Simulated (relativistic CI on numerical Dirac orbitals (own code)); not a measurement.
**Cr²⁺ in a cubic cluster: 3s photoemission with charge transfer**

Computed with a charge-transfer multiplet model of a cubic metal-ligand cluster with up to 2 ligand holes, Slater and spin-orbit integrals from Dirac-Coulomb-Breit ions, Slater integrals scaled by 0.9. The ground state mixes d4 with configurations of k ligand holes L, whose averages lie at kΔ + k(k − 1)U_dd/2; a core hole lowers each added d electron by U_cd. 20 K, Lorentzian 1.4 eV and Gaussian 0.8 eV FWHM.

Atomic integrals in eV (Slater integrals scaled, ζ unscaled), ground: F2dd 8.634, F4dd 5.365, zeta_d 0.027; with the core hole: F2dd 9.750, F4dd 6.107, zeta_d 0.034, G2cd 10.003.

Cluster parameters (eV): Δ = 5.2, U_dd = 5.2, U_cd = 6.7, 10Dq = 0.65, 10Dq(ligand) = 0.8, final-state hopping factor = 1.

```csv
Case,n_d,d4,d5L,d6L2,S
"V(eg) = 2.25 eV, V(t2g) = -1.22 eV",4.37,0.65,0.32,0.02,2.00
"V(eg) = 2.85 eV, V(t2g) = -1.55 eV",4.46,0.59,0.37,0.04,2.00
"V(eg) = 3.15 eV, V(t2g) = -1.71 eV",4.49,0.56,0.39,0.05,2.00
```

Weights, n_d and S are thermal averages at 20 K. Binding energies count from the first peak over 30 % of the highest in each spectrum, which can be another peak from case to case. The parameters are a model scan and need not match a compound or its usual spin state. Peaks in eV (height, largest 100):
- V(eg) = 2.25 eV, V(t2g) = -1.22 eV: 0.0 (100), 5.0 (37), 10.8 (78), 19.0 (21)
- V(eg) = 2.85 eV, V(t2g) = -1.55 eV: 0.0 (100), 5.8 (23), 10.8 (74), 20.6 (13)
- V(eg) = 3.15 eV, V(t2g) = -1.71 eV: 0.0 (100), 6.4 (21), 7.2 (21), 10.8 (60), 21.4 (11)

For the case V(eg) = 2.25 eV, V(t2g) = -1.22 eV, Δ = 5.2 eV equals U_dd = 5.2 eV, the border between the two sides of the Zaanen-Sawatzky-Allen scheme. With the core hole the average of the configuration with one ligand hole lies at Δ − U_cd = -1.5 eV before mixing: the effective hopping of about 4.2 eV (from the holes of the mixed ground state) is comparable with this gap or larger, so the configurations mix strongly.

Without intra-shell correlation the exchange splitting of the 3s hole comes out too large.
